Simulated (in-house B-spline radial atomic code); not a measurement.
Orbital energies and mean radii along the 46-electron series, configuration [Kr] 4d10. The effective charge is n√(-2ε), a non-relativistic measure. Computed with an all-electron radial atomic-structure program (B-spline basis): Dirac-Hartree-Fock, average of the configuration, finite nuclei.

```csv
ion,Z,energy of 4d5/2 (Eh),mean radius of 4d5/2 (bohr),energy of 4s1/2 (Eh),mean radius of 4s1/2 (bohr),energy of 3d3/2 (Eh),mean radius of 3d3/2 (bohr),effective charge of 4d5/2
Pd,46,-0.31979,1.5649,-3.8423,0.95674,-13.32,0.35439,3.199
Ag+,47,-0.80015,1.3761,-4.569,0.92115,-14.914,0.34258,5.0601
Cd2+,48,-1.3872,1.2474,-5.4203,0.88674,-16.678,0.33154,6.6626
In3+,49,-2.0648,1.1495,-6.3741,0.85393,-18.59,0.32118,8.1285
Sn4+,50,-2.8245,1.0705,-7.4195,0.82289,-20.641,0.31144,9.5071
Sb5+,51,-3.6616,1.0045,-8.5502,0.79364,-22.824,0.30226,10.825
Te6+,52,-4.5727,0.94795,-9.7625,0.76612,-25.135,0.29359,12.097
I7+,53,-5.5558,0.89872,-11.054,0.74025,-27.571,0.2854,13.334
Xe8+,54,-6.6092,0.85524,-12.423,0.71592,-30.131,0.27764,14.543
Cs9+,55,-7.7316,0.81642,-13.868,0.69302,-32.812,0.27028,15.729
Ba10+,56,-8.9222,0.78146,-15.389,0.67144,-35.615,0.26328,16.897
La11+,57,-10.18,0.74975,-16.985,0.65108,-38.537,0.25663,18.049
```

Q: How does the screening of 4d5/2 change?

A: Z less the effective charge goes from 42.80 at Z = 46 to 38.95 at Z = 57.
